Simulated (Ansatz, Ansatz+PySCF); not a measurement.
```xyz
20

C     2.2811   -0.0400    0.0000
C     1.8219    1.3731    0.0000
C     0.7429    2.1571    0.0000
C    -0.7429    2.1571    0.0000
C    -1.8219    1.3731    0.0000
C    -2.2811   -0.0400    0.0000
C    -1.8689   -1.3084    0.0000
C    -0.6669   -2.1818    0.0000
C     0.6669   -2.1818    0.0000
C     1.8689   -1.3084    0.0000
H     3.3661   -0.0400    0.0000
H     2.6997    2.0109    0.0000
H     1.0782    3.1890    0.0000
H    -1.0782    3.1890    0.0000
H    -2.6997    2.0109    0.0000
H    -3.3661   -0.0400    0.0000
H    -2.7467   -1.9462    0.0000
H    -1.0021   -3.2137    0.0000
H     1.0021   -3.2137    0.0000
H     2.7467   -1.9462    0.0000
```

Basis set: def2-SVP (spherical functions). Charge 0, multiplicity 1.

Computed with Ansatz (development build ahead of 0.2.0); each method stands on the lowest determinant of its kind that the runs found. Restricted functionals stand beside restricted open-shell atoms, which can lie above the unrestricted atoms usual in DFT and then raise those values.

Problem. Give the atomization energy at this shape (free ground-state atoms in the same class of orbitals less the molecule, no zero-point energy) of singlet C₁₀H₁₀ by ωB97X (restricted), PBE0 (restricted), PBE0 (unrestricted), UHF, RHF.

Solution.

```
             method  atomization energy
 ωB97X (restricted)            96.01 eV
  PBE0 (restricted)            97.52 eV
PBE0 (unrestricted)            97.08 eV
                UHF            71.38 eV
                RHF            71.93 eV
```

Caution: the shape is not the minimum. Caution for UHF: the unrestricted determinant is a mixture of spin states. Caution for RHF: an unrestricted determinant lies well below.
